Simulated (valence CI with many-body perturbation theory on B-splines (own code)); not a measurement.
Values are calculated unless marked as measured or tabulated.
**Level structure of Xe49+**

Method: configuration interaction combined with many-body perturbation theory (CI+MBPT): three valence electrons over a frozen Dirac-Fock core [He], radial functions for each j: 11 s, 11 p, 10 d, 8 f, 5 g, 2 h, with the one-electron correlation potential Σ1 (screened to all orders), the two-electron term Σ2, the three-electron term Σ3, Breit, model QED; selected single and double excitations, second order for the rest, scaled by the run's own slope (own B-spline code, finite nucleus).

No measured spectrum was set against this ion. As an estimate, large intervals hold to a few tenths of a per cent, small ones and those within an open d or f shell to about a per cent.

Levels 46 to 90 of 169, with energies above the lowest level, (2s^2 2p1/2) J=1/2. "Leading %" is the weight of the configuration and term that name the level; weights of strongly mixed levels are sums over their largest components and can fall short. In the jj column 3d3/2^4 stands for four electrons in 3d with j = 3/2.

```
No.  Configuration  Term    J  E (eV)  Leading %      g   Second component                 Leading jj
 46       2s 2p 3p    2D  5/2  5716.0         43  1.330   35 % 2s 2p 3p 4D      2s 2p3/2 3p1/2 (99 %)
 47       2s 2p 3s   2P°  1/2  5720.1         92  0.804   8 % 2s 2p 3s 4P°         2s 2p3/2 3s (98 %)
 48       2s 2p 3s   2P°  3/2  5723.8         84  1.377  14 % 2s 2p 3s 4P°         2s 2p3/2 3s (98 %)
 49         2p2 3d    2D  5/2  5730.5         32  1.196     20 % 2p2 3d 4D       2p1/2^2 3d5/2 (97 %)
 50       2s 2p 3p    2P  1/2  5776.5         54  1.201   21 % 2s 2p 3p 2S      2s 2p3/2 3p1/2 (97 %)
 51       2s 2p 3p    2D  3/2  5778.0         62  0.971   23 % 2s 2p 3p 2P      2s 2p3/2 3p1/2 (97 %)
 52       2s 2p 3p    4D  7/2  5805.4        100  1.414                        2s 2p3/2 3p3/2 (100 %)
 53       2s 2p 3p    2P  3/2  5808.0         45  1.487   30 % 2s 2p 3p 4S      2s 2p3/2 3p3/2 (87 %)
 54       2s 2p 3p    2S  1/2  5819.4         34  1.408   22 % 2s 2p 3p 2P      2s 2p3/2 3p3/2 (70 %)
 55       2s 2p 3p    4P  5/2  5820.9         39  1.372   38 % 2s 2p 3p 2D      2s 2p3/2 3p3/2 (83 %)
 56         2p2 3s    4P  3/2  5835.6         81  1.643      6 % 2p2 3s 2P      2p1/2 2p3/2 3s (89 %)
 57         2p2 3s    2D  5/2  5851.0         44  1.348     26 % 2p2 3s 4P      2p1/2 2p3/2 3s (70 %)
 58         2p2 3s    2P  1/2  5852.2         45  1.336     23 % 2p2 3s 4P      2p1/2 2p3/2 3s (68 %)
 59       2s 2p 3d   4D°  5/2  5854.9         45  1.231  21 % 2s 2p 3d 4F°      2s 2p3/2 3d3/2 (95 %)
 60         2p2 3s    2D  3/2  5855.2         56  1.023     32 % 2p2 3s 2P      2p1/2 2p3/2 3s (89 %)
 61       2s 2p 3d   4P°  3/2  5856.7         37  1.321  37 % 2s 2p 3d 4D°      2s 2p3/2 3d3/2 (88 %)
 62       2s 2p 3d   4P°  1/2  5857.6         68  2.150  11 % 2s 2p 3d 4D°      2s 2p3/2 3d3/2 (79 %)
 63       2s 2p 3d   4F°  7/2  5860.7         48  1.261  30 % 2s 2p 3d 4D°      2s 2p3/2 3d3/2 (84 %)
 64       2s 2p 3d   4F°  9/2  5872.9        100  1.321                        2s 2p3/2 3d5/2 (100 %)
 65       2s 2p 3p    2D  5/2  5879.1         69  1.255   11 % 2s 2p 3p 4D      2s 2p3/2 3p3/2 (85 %)
 66         2p2 3p   4P°  1/2  5880.5         36  1.832    23 % 2p2 3p 4D°   2p1/2 2p3/2 3p1/2 (79 %)
 67         2p2 3p   4D°  3/2  5884.1         49  1.187    14 % 2p2 3p 2D°   2p1/2 2p3/2 3p1/2 (85 %)
 68       2s 2p 3p    2P  3/2  5890.0         55  1.208   26 % 2s 2p 3p 2D      2s 2p3/2 3p3/2 (91 %)
 69       2s 2p 3d   2D°  5/2  5890.6         46  1.293  30 % 2s 2p 3d 4P°      2s 2p3/2 3d5/2 (96 %)
 70       2s 2p 3p    2S  1/2  5891.0         63  1.726   21 % 2s 2p 3p 2P      2s 2p3/2 3p3/2 (98 %)
 71         2p2 3p   2F°  5/2  5892.5         43  1.085    28 % 2p2 3p 2D°   2p1/2 2p3/2 3p1/2 (89 %)
 72       2s 2p 3d   2D°  3/2  5894.4         46  1.105  23 % 2s 2p 3d 4P°      2s 2p3/2 3d5/2 (81 %)
 73       2s 2p 3d   2F°  7/2  5900.1         66  1.227  33 % 2s 2p 3d 4D°      2s 2p3/2 3d5/2 (84 %)
 74       2s 2p 3d   2P°  1/2  5912.8         75  0.701  17 % 2s 2p 3d 4D°      2s 2p3/2 3d5/2 (92 %)
 75         2p2 3p   2P°  3/2  5920.6         41  1.329    25 % 2p2 3p 2D°   2p1/2 2p3/2 3p1/2 (96 %)
 76       2s 2p 3d   2F°  5/2  5926.3         65  0.943  14 % 2s 2p 3d 2D°      2s 2p3/2 3d3/2 (93 %)
 77       2s 2p 3d   2D°  3/2  5928.9         63  0.942  25 % 2s 2p 3d 2P°      2s 2p3/2 3d3/2 (81 %)
 78       2s 2p 3d   2P°  1/2  5932.9         88  0.616  10 % 2s 2p 3d 4D°      2s 2p3/2 3d3/2 (93 %)
 79       2s 2p 3d   2F°  7/2  5945.4         77  1.174  11 % 2s 2p 3d 4D°      2s 2p3/2 3d5/2 (96 %)
 80       2s 2p 3d   2D°  5/2  5957.7         65  1.141  24 % 2s 2p 3d 2F°      2s 2p3/2 3d5/2 (96 %)
 81       2s 2p 3d   2P°  3/2  5960.2         77  1.285   8 % 2s 2p 3d 4D°      2s 2p3/2 3d5/2 (97 %)
 82         2p2 3p   4D°  5/2  5983.8         52  1.413    34 % 2p2 3p 4P°   2p1/2 2p3/2 3p3/2 (99 %)
 83         2p2 3p   2P°  1/2  5988.1         34  1.619    33 % 2p2 3p 4P°   2p1/2 2p3/2 3p3/2 (98 %)
 84         2p2 3p   2D°  3/2  5993.5         51  1.167    24 % 2p2 3p 4P°   2p1/2 2p3/2 3p3/2 (98 %)
 85         2p2 3p   2F°  7/2  6000.0         60  1.235    37 % 2p2 3p 4D°   2p1/2 2p3/2 3p3/2 (97 %)
 86         2p2 3p   2P°  3/2  6009.8         38  1.396    29 % 2p2 3p 4S°   2p1/2 2p3/2 3p3/2 (99 %)
 87         2p2 3p   2D°  5/2  6018.7         60  1.181    18 % 2p2 3p 2F°   2p1/2 2p3/2 3p3/2 (98 %)
 88         2p2 3d    4F  3/2  6024.7         43  0.928     28 % 2p2 3d 2P   2p1/2 2p3/2 3d3/2 (99 %)
 89         2p2 3d    4F  5/2  6026.0         54  0.965     39 % 2p2 3d 2F   2p1/2 2p3/2 3d3/2 (98 %)
 90         2p2 3d    4D  1/2  6028.4         80  0.229     14 % 2p2 3d 2P  2p1/2 2p3/2 3d3/2 (100 %)
```
